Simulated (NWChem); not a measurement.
System: SiH2Cl2; SMILES Cl[SiH2]Cl

NWChem input:

```
start job
memory heap 200 mb stack 900 mb global 1100 mb
geometry units angstroms noautoz
  Si     0.000000     0.000000    -0.757262
  Cl    -1.683953     0.000000     0.422027
  Cl     1.683953     0.000000     0.422027
  H      0.000000     1.233028    -1.581913
  H      0.000000    -1.233028    -1.581913
end
basis spherical
  * library def2-svp
end
dft
  xc xpbe96 cpbe96
  iterations 150
  vectors input atomic output neutral.movecs
end
task dft energy
charge 1
dft
  odft
  mult 2
  vectors input atomic output cation.movecs
end
task dft energy
```

NWChem printed, in part:

```
             Northwest Computational Chemistry Package (NWChem) 7.3.0
             --------------------------------------------------------

 C2V symmetry detected

                             Geometry "geometry" -> ""
                             -------------------------

 Output coordinates in angstroms (scale by  1.889725989 to convert to a.u.)

  No.       Tag          Charge          X              Y              Z
 ---- ---------------- ---------- -------------- -------------- --------------
    1 Si                  14.0000     0.00000000     0.00000000    -0.76893048
    2 Cl                  17.0000    -1.68395300     0.00000000     0.41035852
    3 Cl                  17.0000     1.68395300     0.00000000     0.41035852
    4 H                    1.0000     0.00000000     1.23302800    -1.59358148
    5 H                    1.0000     0.00000000    -1.23302800    -1.59358148

 Effective nuclear repulsion energy (a.u.)     190.5726719261

      Symmetry information
      --------------------

 Group name             C2v
 Group number             16
 Group order               4
 No. of unique centers     3

  pbe96 is a nonlocal functional; adding pw91lda local functional.

                                 NWChem DFT Module
                                 -----------------

 Summary of "ao basis" -> "ao basis" (spherical)
 ------------------------------------------------------------------------------
       Tag                 Description            Shells   Functions and Types
 ---------------- ------------------------------  ------  ---------------------
 Si                         def2-svp                 8       18   4s3p1d
 Cl                         def2-svp                 8       18   4s3p1d
 H                          def2-svp                 3        5   2s1p

      Symmetry analysis of basis
      --------------------------

        a1         26
        a2          7
        b1         18
        b2         13

            General Information
            -------------------
          SCF calculation type: DFT
          Wavefunction type:  closed shell.
          No. of atoms     :     5
          No. of electrons :    50
           Alpha electrons :    25
            Beta electrons :    25
          Charge           :     0
          Spin multiplicity:     1
          Use of symmetry is: on ; symmetry adaption is: on
          Maximum number of iterations: 150
          AO basis - number of functions:    64
                     number of shells:    30
          Convergence on energy requested:  1.00D-06
          Convergence on density requested:  1.00D-05
          Convergence on gradient requested:  5.00D-04

              XC Information
              --------------
          PerdewBurkeErnzerhof Exchange Functional  1.000
            Perdew 1991 LDA Correlation Functional  1.000 local
           PerdewBurkeErnz. Correlation Functional  1.000 non-local

             Grid Information
             ----------------
          Grid used for XC integration:  medium
          Radial quadrature: Mura-Knowles
          Angular quadrature: Lebedev.
          Tag              B.-S. Rad. Rad. Pts. Rad. Cut. Ang. Pts.
          ---              ---------- --------- --------- ---------
          Si                  1.10       88           7.0       590
          Cl                  1.00       88           9.0       590
          H                   0.35       45           8.0       434
          Grid pruning is: on
          Number of quadrature shells:   221
          Spatial weights used:  Erf1

      Superposition of Atomic Density Guess
      -------------------------------------

 Sum of atomic energies:       -1208.38414075

      Non-variational initial energy
      ------------------------------

 Total energy =   -1209.035501
 1-e energy   =   -2051.399679
 2-e energy   =     651.791506
 HOMO         =      -0.368020
 LUMO         =       0.086058

      Symmetry analysis of molecular orbitals - initial
      -------------------------------------------------

  Numbering of irreducible representations:

     1 a1          2 a2          3 b1          4 b2

  Orbital symmetries:

     1 a1          2 b1          3 a1          4 a1          5 b1
     6 a1          7 b1          8 b2          9 a1         10 b1
    11 a2         12 a1         13 b2         14 b1         15 a1
    16 a1         17 b1         18 a1         19 b1         20 a1
    21 b2         22 a2         23 a1         24 b1         25 b2
    26 a1         27 b1         28 a1         29 b2         30 a1
    31 b2         32 a1         33 b1         34 a1         35 a2

   convergence    iter        energy       DeltaE   RMS-Dens  Diis-err
 ---------------- ----- ----------------- --------- --------- ---------
 d= 0,ls=0.0,diis     1  -1210.2120110097 -1.40D+03  2.04D-02  5.11D-01
 d= 0,ls=0.0,diis     2  -1210.1579852504  5.40D-02  1.47D-02  6.92D-01
 d= 0,ls=0.0,diis     3  -1210.2608244196 -1.03D-01  3.40D-03  4.70D-02
 d= 0,ls=0.0,diis     4  -1210.2677668720 -6.94D-03  6.81D-04  1.19D-03
 d= 0,ls=0.0,diis     5  -1210.2679201864 -1.53D-04  1.15D-04  3.98D-05
  Resetting Diis
 d= 0,ls=0.0,diis     6  -1210.2679260939 -5.91D-06  2.26D-05  2.12D-06
 d= 0,ls=0.0,diis     7  -1210.2679264808 -3.87D-07  6.96D-06  6.12D-08

         Total DFT energy =    -1210.267926480769
      One electron energy =    -2052.363983640061
           Coulomb energy =      729.175281070177
    Exchange-Corr. energy =      -77.651895836973
 Nuclear repulsion energy =      190.572671926087

 Numeric. integr. density =       49.999993991897

                  Occupations of the irreducible representations
                  ----------------------------------------------

                     irrep           alpha         beta
                     --------     --------     --------
                     a1               11.0         11.0
                     a2                2.0          2.0
                     b1                8.0          8.0
                     b2                4.0          4.0

                       DFT Final Molecular Orbital Analysis
                       ------------------------------------

 Vector   23  Occ=2.000000D+00  E=-2.948357D-01  Symmetry=a2
              MO Center=  8.3D-14,  2.7D-16,  3.7D-01, r^2= 3.9D+00
   Bfn.  Coefficient  Atom+Function         Bfn.  Coefficient  Atom+Function
  ----- ------------  ---------------      ----- ------------  ---------------
    30      0.459612  2 Cl py                48     -0.459612  3 Cl py
    27      0.338664  2 Cl py                45     -0.338664  3 Cl py
    24      0.197925  2 Cl py                42     -0.197925  3 Cl py
    14     -0.070874  1 Si d -2

 Vector   24  Occ=2.000000D+00  E=-2.868207D-01  Symmetry=b1
              MO Center= -3.7D-14, -1.8D-16,  3.5D-01, r^2= 4.0D+00
   Bfn.  Coefficient  Atom+Function         Bfn.  Coefficient  Atom+Function
  ----- ------------  ---------------      ----- ------------  ---------------
    29      0.345963  2 Cl px                47      0.345963  3 Cl px
    31      0.299395  2 Cl pz                49     -0.299395  3 Cl pz
    26      0.259894  2 Cl px                44      0.259894  3 Cl px
    28      0.230726  2 Cl pz                46     -0.230726  3 Cl pz
    23      0.150526  2 Cl px                41      0.150526  3 Cl px

 Vector   25  Occ=2.000000D+00  E=-2.771104D-01  Symmetry=b2
              MO Center= -8.8D-14,  4.9D-15, -2.5D-01, r^2= 4.1D+00
   Bfn.  Coefficient  Atom+Function         Bfn.  Coefficient  Atom+Function
  ----- ------------  ---------------      ----- ------------  ---------------
    30      0.378766  2 Cl py                48      0.378766  3 Cl py
    27      0.285346  2 Cl py                45      0.285346  3 Cl py
    55     -0.228022  4 H  s                 60      0.228022  5 H  s
    56     -0.205112  4 H  s                 61      0.205112  5 H  s
    24      0.165271  2 Cl py                42      0.165271  3 Cl py

 Vector   26  Occ=0.000000D+00  E=-2.060886D-02  Symmetry=a1
              MO Center=  4.8D-14,  6.1D-15, -2.6D-01, r^2= 3.4D+00
   Bfn.  Coefficient  Atom+Function         Bfn.  Coefficient  Atom+Function
  ----- ------------  ---------------      ----- ------------  ---------------
    13      0.859189  1 Si pz                 3      0.676218  1 Si s
    29     -0.490331  2 Cl px                47      0.490331  3 Cl px
    22     -0.341625  2 Cl s                 40     -0.341625  3 Cl s
    10      0.320649  1 Si pz                 2      0.282412  1 Si s
     4      0.232842  1 Si s                 26     -0.214032  2 Cl px

 Vector   27  Occ=0.000000D+00  E=-1.750298D-02  Symmetry=b1
              MO Center= -4.8D-14, -1.1D-15, -9.4D-01, r^2= 3.3D+00
   Bfn.  Coefficient  Atom+Function         Bfn.  Coefficient  Atom+Function
  ----- ------------  ---------------      ----- ------------  ---------------
    11      1.123788  1 Si px                22      0.439081  2 Cl s
    40     -0.439081  3 Cl s                 31     -0.379879  2 Cl pz
    49      0.379879  3 Cl pz                 8      0.350013  1 Si px
    29      0.210240  2 Cl px                47      0.210240  3 Cl px
     5     -0.177449  1 Si px                28     -0.157377  2 Cl pz

 Vector   28  Occ=0.000000D+00  E= 2.224801D-02  Symmetry=a1
              MO Center=  6.5D-15, -3.9D-14, -1.2D+00, r^2= 3.7D+00
   Bfn.  Coefficient  Atom+Function         Bfn.  Coefficient  Atom+Function
  ----- ------------  ---------------      ----- ------------  ---------------
    56     -1.050214  4 H  s                 61     -1.050214  5 H  s
     3      0.993737  1 Si s                 13     -0.931335  1 Si pz
     4      0.758081  1 Si s                  2      0.345259  1 Si s
    55     -0.200340  4 H  s                 60     -0.200340  5 H  s
    31      0.183558  2 Cl pz                49      0.183558  3 Cl pz

     Multipole analysis of the density
     ---------------------------------

[...]
```

Level: PBE/def2-SVP, vertical spin-unrestricted ions. Coordinates come from a PBE0/def2-SVP optimisation.
